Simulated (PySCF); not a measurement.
2-phenylselenophene (C₁₀H₈Se), SMILES c1ccc(-c2ccc[se]2)cc1.

Geometry: PBE0-D3(BJ)/def2-SVP. Other conformers were not sampled.

Two levels are set side by side: PBE/def2-SVP (PySCF) and ωB97X/def2-SVP (PySCF). Same geometry, gas phase. Differences are taken from unrounded values.

```json
[
 {"quantity": "orbital gap (eV)", "PBE": "3.34"},
 {"quantity": "highest occupied level (eV)", "PBE": "-5.27"},
 {"quantity": "lowest empty level (eV)", "PBE": "-1.93"},
 {"quantity": "dipole moment (D)", "PBE": "0.21"},
 {"quantity": "mean polarisability (bohr³)", "PBE": "132.1"}
]
```

**Question.** These are the PBE values. What does ωB97X give? (Estimate from the structure and the level; the computed values follow.)

**Answer.** 
```tsv
quantity	ωB97X	PBE minus ωB97X
orbital gap (eV)	9.03	-5.69
highest occupied level (eV)	-8.28	3.01
lowest empty level (eV)	0.75	-2.68
dipole moment (D)	0.34	-0.13
mean polarisability (bohr³)	124.4	7.7
```

PBE's occupied levels lie high since its potential decays too fast outside the molecule; exact exchange lowers them and widens the gap. Loosely held outer electrons make PBE densities more polarisable. Differences between two approximate levels are no errors against the true value.

Rough cost on one machine, each run with all the roots and properties that it gave: ωB97X against PBE within a factor of 2.
